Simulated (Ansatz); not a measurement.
Basis-set extrapolation for CH₉NO₂Si₂ (`C[SiH](O)N[SiH2]O`) (PBE0-D4/def2-TZVP geometry, frozen core, Ansatz 0.2.0). Multiplicity 1, RHF reference.

```csv
,def2-TZVPP,def2-QZVPP
HF,-825.468186,-825.499305
MP2 correlation,-1.116982,-1.202326
CCSD(T) correlation,-1.207430,not run
```

Energies in hartree. Use E(X) = E(∞) + A·exp(−7.88·√X) for Hartree–Fock and E(X) = E(∞) + B·X^(−2.97) for correlation, with X = 3 and 4, and add CCSD(T) minus MP2 of the smaller set to the MP2 limit.

Problem. What is the CCSD(T) energy at the basis-set limit?

Solution. HF limit: -825.499305 + (-0.031119) × 0.13774 = -825.50359. MP2 limit: -1.202326 + (-0.085344) × 0.74074 = -1.26554. Higher-order term: -1.207430 − (-1.116982) = -0.09045. Total: -826.85958 hartree, 5.01 eV below CCSD(T)/def2-TZVPP.
